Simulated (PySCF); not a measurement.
Question: Write Cartesian coordinates for `[SiH2](OC)NC` as optimised with PBE0-D3(BJ)/def2-SVP.

Answer: 
```xyz
14
C2H9NOSi angstrom
C      1.8766    0.1257   -0.6861
N      1.2361   -0.5185    0.4341
Si    -0.1367    0.0546    1.2977
O     -1.6319   -0.4005    0.7098
C     -2.1079   -0.0260   -0.5491
H      2.9768    0.1132   -0.5960
H      1.5737    1.1838   -0.7279
H      1.6187   -0.3235   -1.6641
H      1.5183   -1.4828    0.5727
H     -0.0473    1.5481    1.2507
H     -0.1179   -0.5151    2.6689
H     -1.5108   -0.4677   -1.3690
H     -2.1094    1.0727   -0.6876
H     -3.1450   -0.3788   -0.6622
```

Any rigid rotation of these coordinates is as good. Atoms count from 1 in this order. Si3 (oxygen-bound silicon) is distorted tetrahedral (angles from 103.4° to 116.6°). O4 (silyl ether oxygen) is bent (angle 123.3°). N2 (silicon-bound nitrogen) is almost planar (angles 126.5°, 118.1° and 114.0°, sum 358.6°, 0.09 Å off the plane of its three neighbours).

Bonds between heavy atoms (Å): C1–N2 1.442, N2–Si3 1.720, Si3–O4 1.670, O4–C5 1.397.

Theory: PySCF 2.14.0, PBE0-D3(BJ)/def2-SVP geometry optimisation, gas phase.

Point group: C1 (no symmetry element, even within 0.4 Å). Not checked by PBE0-D3(BJ)/def2-SVP frequencies. The numbers are those of one conformer (C1–N2–Si3–O4 88°, N2–Si3–O4–C5 -63°).
